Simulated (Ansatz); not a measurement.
C2H5FO2Si can be A, `CC(=O)O[SiH2]F`, or B, `O[Si@@H]1C[C@@H](F)O1`.

Computed with Ansatz on PBE0-D4/def2-TZVP structures; ΔE is electronic, products minus reactants. CCSD(T)/CBS adds triple-zeta CCSD(T) − MP2 to the extrapolated MP2 energy (def2 sets, frozen cores). Functionals use def2-TZVPP. B3LYP here is the variant with VWN-RPA as its local correlation; programs differ in this. Each species was taken in one conformer, which may not be the lowest.

(1) Which isomer does CCSD(T)/CBS put lower? Give the gap. (Estimate.)

(2) Give E(B) − E(A) in kcal/mol with HF/def2-TZVPP, PBE0-D4, MP2/def2-TZVPP, B3LYP-D4, B2PLYP, r2SCAN-D4, CCSD(T)/def2-TZVPP. (Best estimate.)

Largest T1 diagnostic: 0.014.

## Answers

(1) Computed: A, by 26.5 kcal/mol.

(2) Computed: HF/def2-TZVPP 34.0, PBE0-D4 24.4, MP2/def2-TZVPP 26.9, B3LYP-D4 29.4, B2PLYP 29.4, r2SCAN-D4 27.4, CCSD(T)/def2-TZVPP 27.2. None reverses the order clearly.

From PBE to PBE0 (25 % exact exchange), in def2-TZVPP and without D4, E(B) − E(A) moves by −1.4 kcal/mol. In def2-TZVPP, CCSD(T) changes the Hartree–Fock value by −6.8 kcal/mol (the triples alone add +0.0 kcal/mol) and MP2 by −7.1 kcal/mol.
